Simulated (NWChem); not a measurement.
## Correlation energy of BF

```
B
F 1 1.2635
```
Charge 0, spin multiplicity 1.

All runs are NWChem calculations. All single points use one geometry, from B3LYP/def2-SVP, a minimum by its harmonic frequencies.

Basis set: def2-QZVP. Each correlation energy counts from its own Hartree-Fock reference.

The correlated methods keep 2 core orbitals frozen. The structure started from a generated list of species. No row is a measurement; the coupled-cluster row has its own basis-set and correlation limits.

```csv
method,correlation energy (mHa)
MP2,-348.8
SCS-MP2,___
CR-CCSD[T],-369.5
CR-CCSD(T),___
CCSD,___
CCSD+T(CCSD),-371.7
CCSD(T),-370.9
```

Question: What belongs in the gaps?

Answer: 
- SCS-MP2, correlation energy (mHa): -346.6
- CR-CCSD(T), correlation energy (mHa): -368.9
- CCSD, correlation energy (mHa): -358.5
